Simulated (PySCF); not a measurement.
Species: C₆H₉NP₂.
Cartesian coordinates in Å at the GFN2-xTB level; atoms count from 1:
```xyz
18
C6H9NP2 angstrom
C     -2.0377   -1.2618    0.5697
N     -1.4055   -0.1057   -0.0037
C     -2.2013    0.9321   -0.5994
C     -0.0494   -0.0020    0.0014
P      0.8317   -1.3414    0.7523
C      2.4908   -0.8897    0.5939
C      3.0412    0.2384    0.0210
C      2.3297    1.2667   -0.5625
P      0.6231    1.4553   -0.7459
H     -3.1178   -1.1800    0.4778
H     -1.7061   -2.1755    0.0630
H     -1.7754   -1.3581    1.6294
H     -3.2576    0.6920   -0.5036
H     -2.0079    1.8933   -0.1095
H     -1.9555    1.0470   -1.6614
H      3.1714   -1.6225    1.0155
H      4.1221    0.3236    0.0281
H      2.8953    2.0946   -0.9780
```

Computed at PBE0/pcSseg-1 (PySCF, non-relativistic), with Q(14N) = 0.02044 b: N2, 14N (I = 1): χzz = -5.052 MHz, η = 0.048.

(1) Where would the pure quadrupole (NQR) lines of 14N at N2 fall for the rigid, isolated species?

Answers

(1) From ν± = (3/4)|χ|(1 ± η/3) and ν0 = |χ|η/2: ν+ 3.850 MHz, ν− 3.728 MHz, ν0 0.122 MHz (aniline-type nitrogen).

In a crystal, neighbours and librations shift these lines. GFN2-xTB bond lengths can be off by several hundredths of an ångström, more for odd bonds, and the gradients follow them. These gradients aren't converged with respect to the basis.
